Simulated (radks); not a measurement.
Values are calculated unless marked as measured or tabulated.
Be3+, 1 electrons, occupied as 2s1 (not the ground configuration).

Code: a radial shooting solver on a logarithmic mesh with Libxc functionals. Model: Dirac Kohn-Sham, PBEsol, spin-unpolarised, spherical densities, finite nucleus; Fermi nuclear charge, rms radius 2.519 fm.

Energy parts (hartree):
part                    energy
total                 -1.97506
kinetic                1.96205
electron-nucleus      -3.96287
Hartree                0.30045
exchange-correlation  -0.27469

Orbitals (lengths in bohr, moments of r in powers of bohr; <r^-3> diverges for s and p1/2; r(max) is where P^2 peaks):
orbital	occ.	eigenvalue (hartree)	<r^4>	<r^2>	<r^-3>	r(max)
2s1/2	1	-1.75230	11.32	2.629	-	1.309

The highest occupied level is 2s1/2 at -47.683 eV. Summed over all electrons, <r^2> = 2.629 bohr^2, which gives a Langevin (diamagnetic) susceptibility term of -2.08 x 10^-6 cm^3/mol. The electron density at the nucleus is 2.535 e/bohr^3.
